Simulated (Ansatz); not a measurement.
```xyz
9

Se    1.481    0.222   -2.032
Si    0.364    0.001   -0.063
Se    2.076   -0.216    1.420
Se   -0.988   -1.816   -0.266
Se   -0.848    1.813    0.582
H     0.366    0.947   -2.656
H     1.237   -0.945    2.380
H    -1.730   -1.503    0.965
H    -1.958    1.497   -0.330
```

Charge 0, multiplicity 1.

Question: List the ωB97M-V/def2-TZVPP orbital energies in eV (Ansatz). (Best estimate.)

Answer: Computed: Occupied: -12368.44, -12368.44, -12368.42, -12368.42, -1809.33, -1588.73, -1588.73, -1588.71, -1588.71, -1423.49, -1423.49, -1423.47, -1423.47, -1423.47, -1423.47, -1423.45, -1423.45, -1423.42, -1423.42, -1423.41, -1423.40, -218.18, -218.18, -218.16, -218.16, -161.13, -161.13, -161.11, -161.11, -161.03, -161.03, -161.02, -161.02, -160.87, -160.87, -160.85, -160.85, -150.16, -104.28, -104.28, -104.27, -61.05, -61.05, -61.03, -61.03, -61.02, -61.02, -61.00, -61.00, -60.88, -60.88, -60.86, -60.86, -60.81, -60.81, -60.79, -60.79, -60.79, -60.79, -60.77, -60.77, -23.77, -22.53, -22.46, -22.42, -16.44, -14.02, -13.95, -13.17, -13.10, -11.81, -11.44, -11.14, -9.91, -9.49, -9.32, -9.25. Lowest empty: 0.55, 1.43, 1.47, 1.84, 1.90, 2.21, 2.24, 2.87.
